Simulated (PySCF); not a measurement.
CH₄OSZn, SMILES C[O][Zn][SH]. Atoms are numbered in the order given.

```xyz
8

Zn     0.0686     0.0525     0.0842
O      1.2745    -0.7759    -0.9290
C      1.0414    -1.4488    -2.1314
H      0.6284    -0.7978    -2.9310
H      1.9975    -1.8530    -2.5156
H      0.3506    -2.3127    -2.0294
S     -1.2492     1.1405     1.4363
H     -1.4910     0.0397     2.1895
```

Coordinates come from a B3LYP-D3(BJ)/def2-SVP optimisation. The structure was generated by enumeration; whether it is a known compound was not checked. The values are those of a single conformer.

Two levels are set side by side: PBE/pcSseg-1 (PySCF) and PBE0/pcSseg-1 (PySCF). GIAO shifts against H2O (¹⁷O), H2S (³³S), TMS (¹H), TMS (¹³C) at the same level; non-relativistic, no solvent, atoms listed together averaged. Differences are taken from unrounded values.

```tsv
quantity	PBE0	PBE	PBE minus PBE0
δ(¹⁷O) of O2 (ppm)	22.9	59.2	36.3
δ(¹³C) of C3 (ppm)	60.9	63.7	2.9
δ(³³S) of S7 (ppm)	-110.9	-83.7	27.2
δ(¹H) of H8 (ppm)	-0.22	-0.22	0.00
```

Rough cost on one machine, each run with all the roots and properties that it gave: PBE0 against PBE within a factor of 2.
